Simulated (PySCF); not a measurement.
Si(H)(F)2(Et) (C2H6F2Si), SMILES CC[SiH](F)F. Atoms are numbered in the order given.

```xyz
11

Si     0.6381    -0.4142     0.0000
F      1.0215     0.4808     1.2954
F      1.0215     0.4808    -1.2954
C     -1.1852    -0.7382     0.0000
C     -2.0248     0.5458     0.0000
H      1.5025    -1.6182     0.0000
H     -1.4206    -1.3639    -0.8809
H     -1.4206    -1.3639     0.8809
H     -3.1031     0.3232     0.0000
H     -1.8092     1.1610    -0.8877
H     -1.8092     1.1610     0.8877
```

The structure is a stationary point at r2SCAN-D4/def2-SVP. Other conformers were not sampled.

All values below come from PySCF with PBE/pcSseg-1.

GIAO shieldings, no solvent; atoms alike by connectivity are averaged. δ = σ(ref) − σ: ²⁹Si against TMS (σ = 335.4 ppm); ¹⁹F against CFCl3 (σ = 133.6 ppm); ¹³C against TMS (σ = 182.0 ppm); ¹H against TMS (σ = 31.49 ppm), references at their B3LYP-D3(BJ)/def2-TZVP geometries, non-relativistic.

**Question.** Estimate the chemical shifts. (An estimate is asked for; the answer gives what the named calculation found.)

**Answer.** 
```
nucleus         atoms  count  δ (ppm)
-------  ------------  -----  -------
²⁹Si              Si1      1      2.4
¹⁹F            F2, F3      2   -183.3
¹³C                C4      1     14.4
¹³C                C5      1      8.0
¹H                 H6      1     5.55
¹H       H9, H10, H11      3     1.47
¹H             H7, H8      2     1.01
```
